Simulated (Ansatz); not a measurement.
```xyz
7

F    -1.9399   -0.5891    0.7847
Ti   -0.3155    0.0093    0.6007
F     0.4624    0.6331    2.0278
Se   -0.2329    1.8475   -0.9571
Se    0.8967   -1.8676   -0.3049
H    -1.0098    1.0467   -1.9186
H     2.1390   -1.0799   -0.2326
```

Total charge 0; spin multiplicity 1.

**Question.** List the B3LYP/def2-TZVPP orbital energies in eV (the Gaussian-basis code of Ansatz). (Best estimate.)

**Answer.** Computed: Occupied: -12351.41, -12351.41, -4869.92, -1580.75, -1580.75, -1418.91, -1418.91, -1418.87, -1418.87, -1418.85, -1418.85, -672.13, -672.13, -544.14, -454.72, -454.63, -454.62, -213.05, -213.05, -157.11, -157.11, -156.97, -156.97, -156.92, -156.92, -67.03, -57.88, -57.87, -57.83, -57.83, -57.78, -57.78, -57.67, -57.67, -57.67, -57.67, -43.38, -42.90, -42.66, -31.99, -31.66, -19.39, -19.23, -13.31, -13.16, -12.68, -12.58, -12.41, -12.11, -11.03, -10.97, -8.83, -8.54, -8.01, -7.15. Lowest empty: -3.34, -3.19, -2.82, -2.11, -2.07, -0.77, -0.10, 0.77.

B3LYP here is the variant with VWN-RPA as its local correlation; programs differ in this.
